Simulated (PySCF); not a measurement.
Gas-phase reaction: GeHCl3 + 2 GeH3 = GeHCl + 2 GeH3Cl

Computed with PySCF and rigid-rotor harmonic-oscillator thermochemistry at 1 bar. † marks an energy on the PBE0/def2-TZVP geometry and frequencies; other levels use their own. MP2 freezes the core. 6-31G* has spherical d functions here. Open shells (unrestricted): GeH3 (multiplicity 2); the rest are closed-shell singlets. B3LYP is the form with VWN-RPA correlation. Ge: all electrons, no relativistic terms. GeH3, GeHCl: computed as isolated molecules; such fragments, hydroxides, amides, oligomers or adducts are transient or little studied in the gas. MP2 isn't extrapolated to the basis-set limit.

MP2/def2-TZVPP† gives ΔH°(298 K) = -134 kJ.

Question: What do HF/6-31G*, B3LYP/def2-TZVP†, ωB97X-V/def2-TZVP† give?

Answer: HF/6-31G*: -107 kJ; B3LYP/def2-TZVP†: -167 kJ; ωB97X-V/def2-TZVP†: -158 kJ. For scale, ΔH°(298 K) is -134 kJ at this level, -157 kJ at ωB97M-V/def2-TZVP†, and runs from -308 to -97 kJ over the 20 levels computed.
